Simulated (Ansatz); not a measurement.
Geometry optimisation, Ansatz, UKS PBE/def2-SVP.

Input:

```yaml
crystal:
  periodic: [false, false, false]
  atoms:
    - { symbol: Ta, position_ang: [-0.639978, -0.112084, 0.039688] }
    - { symbol: F, position_ang: [2.472464, -0.200174, 0.278392] }
    - { symbol: O, position_ang: [0.237423, -0.105559, 1.73012] }
    - { symbol: H, position_ang: [1.209034, -0.139315, 1.840402] }
    - { symbol: O, position_ang: [0.053679, -0.208297, -1.739289] }
    - { symbol: H, position_ang: [-0.509017, -0.321373, -2.53334] }
    - { symbol: Cl, position_ang: [-1.607529, 2.010401, -0.021372] }
    - { symbol: O, position_ang: [-1.600687, -1.764392, 0.059621] }
    - { symbol: H, position_ang: [-2.399916, -2.050515, 0.535899] }
    - { symbol: F, position_ang: [3.794228, -0.111893, 0.58588] }
magnetization:
  spin_polarized: true
  initial_magnetization: 1
basis:
  gaussian: { orbitals: def2-SVP }
hamiltonian:
  xc: pbe
relax:
  f_tol: 0.03
  max_steps: 50
```

Run as:

```bash
$ ansatz run input.yaml --threads 4 --pin off --max-ram 5120MiB --backend cpu --events-out ev --progress --plain --runs-dir out
```

**Question.** Where does it end, and by what steps?

**Answer.** The forces met the threshold. After 33 steps the energy has fallen by 4.348 eV; F2 moved furthest, 1.24 Å. Joined: Ta1–F2 (3.12 → 2.02 Å).

```csv
step,energy less start (eV),largest force component (eV/Å),accepted
0,0.0000,6.524,yes
2,-1.3844,3.951,yes
4,-3.0684,1.466,yes
6,-3.5066,0.542,yes
8,-3.7237,0.423,yes
10,-3.9281,0.289,yes
12,-4.0158,0.364,yes
14,-4.0696,0.734,yes
16,-4.1887,0.277,yes
18,-4.2193,0.242,yes
20,-4.2734,0.416,yes
22,-4.2989,1.144,no
24,-4.3311,0.179,yes
26,-4.3377,0.083,yes
28,-4.3419,0.100,yes
30,-4.3460,0.120,yes
32,-4.3478,0.054,yes
33,-4.3481,0.022,yes
```

```xyz
10
Properties=species:S:1:pos:R:3
Ta -0.383 -0.063 -0.039
F 1.551 -0.368 -0.533
O 0.430 -0.112 1.655
H 1.440 -0.236 1.705
O -0.351 -0.129 -1.971
H 0.379 -0.220 -2.611
Cl -1.489 1.960 0.180
O -1.622 -1.475 0.219
H -1.773 -1.907 1.081
F 2.828 -0.454 1.091
```

Whether the end is a true minimum wasn't checked by a vibrational analysis.

The run took 110 s on 4 threads of AMD EPYC 7B13 (Zen 3), with other jobs on the host, peak memory 0.3 GiB.
